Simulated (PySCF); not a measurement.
Al(OH)2 (AlH₂O₂), SMILES [OH][Al][OH], multiplicity 2. Geometry optimised at PBE-D3(BJ)/def2-TZVP. The spin state was assumed, not searched. The isomer is the one that the SMILES or the coordinates give; other isomers of the formula were not compared. The values are those of a single conformer.

Computed with PBE-D3(BJ)/def2-TZVP run with PySCF.

Harmonic wavenumbers (cm⁻¹): 167, 211, 276, 520, 585, 758, 855, 3754, 3757. Rotational constants (GHz): 41.46, 6.258, 5.437; symmetry number 2.

Problem. Work out the zero-point energy and the ideal-gas rigid-rotor harmonic-oscillator thermochemistry at 298.15 K and 1 atm.

Solution. ZPE = ½ Σ hcν = ½ × 10883 cm⁻¹ = 15.56 kcal/mol. H − E(el) = 19.27 kcal/mol. Entropy in cal/(mol K): translation 38.24, rotation 21.57, vibration 7.56, spin 1.38, total 68.75. G − E(el) = -1.23 kcal/mol. Cp = 16.93 cal/(mol K).
